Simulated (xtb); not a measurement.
SiH3I, SMILES I[SiH3]. All values are semi-empirical tight-binding results from xtb (GFN2-xTB unless named), good for trends rather than for accurate numbers. The structure is a stationary point at GFN2-xTB.

```json
{
 "point_group_as_xtb_finds_it": "C3v",
 "orbital_gap": "5.21 eV",
 "zero_point_energy": "15.6 kcal/mol",
 "G − E(el) at 298.15 K (modified RRHO)": "-0.8 kcal/mol",
 "static polarisability (D4 model)": "63.8 bohr³",
 "solvation energy, GFN2-xTB/ALPB(water)": "-1.1 kcal/mol",
 "solvation energy, GFN2-xTB/ALPB(methanol)": "-3.5 kcal/mol"
}
```
